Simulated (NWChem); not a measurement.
System meant: CH2ClNOSi; SMILES N#CO[SiH2]Cl

NWChem input:

```
start job
memory heap 200 mb stack 900 mb global 1100 mb
geometry units angstroms noautosym nocenter noautoz
  N      0.858774    -2.749020    -0.350168
  C      0.174647    -1.904142     0.057208
  O     -0.592825    -0.996650     0.534717
  Si    -0.890915     0.558212    -0.100093
  Cl     0.803341     1.685295     0.071489
  H     -1.963721     1.079559     0.769437
  H     -1.250430     0.407480    -1.528623
end
basis spherical
  N library def2-svp
  C library def2-svp
  O library def2-svp
  Si library def2-svp
  Cl library def2-svp
  H library def2-svp
end
dft
  xc m06-l
  iterations 150
end
property
  shielding
end
task dft property
```

End of the output:

```
 Vector   30  Occ=0.000000D+00  E= 1.165243D-02
              MO Center= -8.2D-01, -2.9D-01, -2.0D-01, r^2= 5.3D+00
   Bfn.  Coefficient  Atom+Function         Bfn.  Coefficient  Atom+Function
  ----- ------------  ---------------      ----- ------------  ---------------
    45      0.842401  4 Si s                 80     -0.822755  6 H  s
    85     -0.814954  7 H  s                 46      0.732014  4 Si s
    53     -0.609919  4 Si px                44      0.314727  4 Si s
     9     -0.297044  1 N  pz                23      0.294619  2 C  pz
    20      0.286610  2 C  pz                 6      0.258447  1 N  pz

 center of mass
 --------------
 x =   0.08068122 y =  -0.02185828 z =   0.05777841

 moments of inertia (a.u.)
 ------------------
        1014.983738574012         -11.548730217453          15.692155159393
         -11.548730217453         271.384544931548         -23.374213850095
          15.692155159393         -23.374213850095        1217.516367653079

     Multipole analysis of the density
     ---------------------------------

     L   x y z        total         alpha         beta         nuclear
     -   - - -        -----         -----         ----         -------
     0   0 0 0     -0.000000    -27.000000    -27.000000     54.000000

     1   1 0 0     -1.168529     -0.855002     -0.855002      0.541475
     1   0 1 0      1.395185      1.348764      1.348764     -1.302342
     1   0 0 1      0.062568     -1.125826     -1.125826      2.314221

     2   2 0 0    -30.968888    -79.156600    -79.156600    127.344313
     2   1 1 0      2.234634      1.778554      1.778554     -1.322474
     2   1 0 1      1.119781      4.051998      4.051998     -6.984215
     2   0 2 0    -39.468843   -263.599601   -263.599601    487.730359
     2   0 1 1     -1.573312     -6.670056     -6.670056     11.766800
     2   0 0 2    -31.305281    -26.939349    -26.939349     22.573418

          -----------------------------------------
          Chemical Shielding Tensors (GIAO, in ppm)
          -----------------------------------------

 ------------------------------------------------------------------------
  xm06: d2 not coded                    0
 ------------------------------------------------------------------------
 ------------------------------------------------------------------------
  current input line :
    27: task dft property
 ------------------------------------------------------------------------
 ------------------------------------------------------------------------
 This error has not yet been assigned to a category
 ------------------------------------------------------------------------
 For more information see the NWChem manual at https://nwchemgit.github.io

0: xm06: d2 not coded:Received an Error in Communication
```

**Question.** Find the fault in this run and fix the input.

**Answer.** The run crashed. Cause: this functional's second derivatives, which shieldings need, aren't coded here; the fix takes a hybrid GGA instead. This input runs:
```
start job
memory heap 200 mb stack 900 mb global 1100 mb
geometry units angstroms noautosym nocenter noautoz
  N      0.858774    -2.749020    -0.350168
  C      0.174647    -1.904142     0.057208
  O     -0.592825    -0.996650     0.534717
  Si    -0.890915     0.558212    -0.100093
  Cl     0.803341     1.685295     0.071489
  H     -1.963721     1.079559     0.769437
  H     -1.250430     0.407480    -1.528623
end
basis spherical
  * library def2-svp
end
dft
  xc pbe0
  iterations 150
end
property
  shielding
end
task dft property
```
It converges to -918.19380 Ha (PBE0/def2-SVP, GIAO).
